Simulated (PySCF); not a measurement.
# Ionisation energy of Tm³⁺ by level of theory

Tm³⁺ [Xe] 4f12 [4f5/2^6 4f7/2^6, M_J = 6] → Tm⁴⁺ [Xe] 4f11 [4f5/2^6 4f7/2^5, M_J = 15/2], as a difference of total energies. Calculation: PySCF 2.14, in x2c-TZVPPall-2c (11s11p10d4f2g, 140 functions); the two-component X2C-1e Hamiltonian. Correlated levels: [Ar] 3d10 frozen; the 18 highest virtual spinors dropped. "Screened" scales the spin-orbit matrix elements by Boettger's factors to mimic the two-electron term; Breit and QED terms are absent.

```tsv
method	ionisation energy (eV)
GHF (spin-free)	38.596
GMP2 (spin-free)	43.313
GHF (screened spin-orbit)	38.211
GMP2 (screened spin-orbit)	42.930
```

Q: How much does correlation contribute at GMP2 (screened spin-orbit)?

A: 42.930 − (38.211) = 4.719 eV, measured against GHF (screened spin-orbit).

The spin-free rows relax to the high-spin LS determinant and lack the spin-orbit shift.

The labels give the starting determinants; with spin-orbit coupling the two ends relaxed to ⟨J²⟩ = 42.01, ⟨L²⟩ = 30.19, ⟨S²⟩ = 2.08 and ⟨J²⟩ = 63.76, ⟨L²⟩ = 42.49, ⟨S²⟩ = 3.76.

For comparison: 42.41 ± 0.04 eV (semi-empirical (NIST evaluation); NIST Atomic Spectra Database, ionization energies).
